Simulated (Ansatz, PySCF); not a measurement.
Ligand exchange on a metal centre used in film growth or etching (Ti F-NH2). Isolated molecules, 0 K electronic values unless said otherwise. One relaxed conformer stands for each flexible species; it need not be the lowest.

Quantity: redistribution energy (mixed species minus the weighted end members), in eV.

Level 1: frozen-core MP2/def2-TZVPP // r2SCAN-D4/def2-SVP (Ansatz, a quantum-chemistry and plane-wave program)
Level 2: B3LYP/3-21G // r2SCAN-D4/def2-SVP (PySCF)
Level 3: PBE/6-31G* (LANL2DZ on Ti) // r2SCAN-D4/def2-SVP (PySCF)
Level 4: HF/3-21G // r2SCAN-D4/def2-SVP (PySCF)

```
species                                   level 1  level 2  level 3  level 4
----------------------------------------  -------  -------  -------  -------
3 of 4 F replaced by NH2: [Ti(F)(NH2)3]    -0.140   -0.262   -0.200   -0.264
1 of 4 F replaced by NH2: [Ti(F)3(NH2)]    -0.084   -0.213   -0.131   -0.259
2 of 4 F replaced by NH2: [Ti(F)2(NH2)2]   -0.127   -0.316   -0.202   -0.345
```
